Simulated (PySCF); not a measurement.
**Mayer bond orders and bond lengths**

Species: CF3SO3H.
Atom-mapped SMILES: `[O:1]=[S:2](=[O:3])([OH:4])[C:5]([F:6])([F:7])[F:8]` (hydrogens: H9 on O4)

Cartesian coordinates in Å at the GFN2-xTB level; atoms count from 1:
```xyz
9
CHF3O3S angstrom
O     -0.9310    0.0327    1.6154
S     -0.7882   -0.2588    0.2336
O     -1.3972   -1.3894   -0.3512
O     -1.1358    1.0362   -0.6081
C      1.0390   -0.3156   -0.1473
F      1.5650    0.8480    0.2243
F      1.6387   -1.2915    0.5124
F      1.2319   -0.4772   -1.4450
H     -1.2090    1.8215   -0.0593
```

Bond orders from the PBE0/pcSseg-1 density (PySCF). One conformer (not necessarily the lowest) at the GFN2-xTB geometry, without solvent, vibrations or thermal averaging.

Problem. Where do the orders between heavy atoms depart from those drawn in the SMILES?

Solution. The largest departure is 0.228, at S2–C5 (drawn single, 0.772). Drawn single, order below 0.88: S2–C5 (0.772).

Problem. Give the Mayer order of every bond between heavy atoms, beside its length.

Solution. 
| bond | drawn as | length (Å) | Mayer order |
| --- | --- | --- | --- |
| O1–S2 | double | 1.419 | 1.816 |
| S2–O3 | double | 1.411 | 1.866 |
| S2–O4 | single | 1.583 | 0.978 |
| S2–C5 | single | 1.867 | 0.772 |
| C5–F6 | single | 1.330 | 1.002 |
| C5–F7 | single | 1.322 | 1.035 |
| C5–F8 | single | 1.322 | 1.029 |

By pair of heavy elements: O–S: lowest S2–O4 (0.978, 1.583 Å), highest S2–O3 (1.866, 1.411 Å). C–F: lowest C5–F6 (1.002, 1.330 Å), highest C5–F7 (1.035, 1.322 Å).

Problem. And the bonds to hydrogen?

Solution. H–O: 0.91 (1 bond).

Problem. Sum the orders of all bonds at each heavy atom with more than one neighbour and set the sums beside the valence in the SMILES.

Solution. S2 5.432 (drawn 6), O4 1.890 (drawn 2), C5 3.838 (drawn 4). Orders between atoms that aren't bonded are not in these sums.

Mayer orders depend on the basis set.
